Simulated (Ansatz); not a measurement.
AsGaH5N (`[NH2][GaH][AsH2]`), one more setting.

```yaml
crystal:
  periodic: [false, false, false]
  atoms:
    - {symbol: N, position_ang: [-1.524370, 0.978315, -0.983050]}
    - {symbol: Ga, position_ang: [0.393901, 0.844102, 0.220432]}
    - {symbol: As, position_ang: [1.932105, -1.752053, 0.102284]}
    - {symbol: H, position_ang: [-2.035801, 0.015735, -1.609067]}
    - {symbol: H, position_ang: [-2.232118, 2.015386, -1.054145]}
    - {symbol: H, position_ang: [0.988471, 2.457586, 1.151882]}
    - {symbol: H, position_ang: [2.142128, -1.773462, 1.993561]}
    - {symbol: H, position_ang: [0.335683, -2.785597, 0.178103]}
basis:
  gaussian: {orbitals: aug-pcseg-2}
hamiltonian: {xc: {name: PBE0-DH}, pseudopotentials: {relativity: scalar}}
scf: {lower_state_search: light}
```

```sh
$ ansatz run in.yaml --threads 4 --pin off --events-out ev --progress --plain --max-ram 10444MiB
```

It prints (some lines left out):

```
Functional definition: PBE0-DH
1685 factors; integrals over basis functions are off by at most 6.0e-4 eV
mean field evaluation 1: about -115700.2648 eV, gradient 5.4e1 eV
mean field evaluation 2: about -115700.3122 eV, gradient 5.4e1 eV
mean field evaluation 4: about -115704.9729 eV, gradient 2.3e1 eV
mean field evaluation 8: about -115707.0414 eV, gradient 8.0e-1 eV
mean field evaluation 16: about -115707.0457 eV, gradient 1.0e-3 eV
mean field -115707.04573987 eV, -4252.1555018877 hartree, gradient 8.5e-6 eV, S^2 0.000000; 0 other end points of the search recorded, 0 dependent functions left out
19 core orbitals not correlated: weight in the atoms' cores, before any rotation towards them, 1.000 or more for the frozen orbitals, at most 0.000 for the correlated occupied ones
reference -115707.04577760 eV, -4252.1555032741 hartree; 19, 19 occupied and 241, 241 virtual orbitals, 1685 factors
second order -21.98896925 eV of doubles, -0.00000000 eV of singles
Total energy: -115709.79439875 eV, -4252.2565132386 hartree
Relativity: scalar
```

Run time 7 s (4 threads of an Intel Xeon 6975P-C on a shared host); peak host memory 1.1 GiB.
